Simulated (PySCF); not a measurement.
## Electron correlation in Be (beryllium, neutral)

[He] 2s1 3s1, high-spin 3S determinant (an excited configuration). All numbers are calculated (PySCF 2.14, scalar relativity by spin-free X2C-1e, in dyall-acv3z (15s9p4d2f, 76 functions)). Frozen: 1s2; 2 electrons correlated; the 10 highest virtual orbitals of each spin left out.

Total MP2 correlation energy: -1.98 mhartree.

Same-spin part -1.98 and opposite-spin part 0.00 mhartree; SCS-MP2 scales them by 1/3 and 6/5 to -0.66 mhartree.
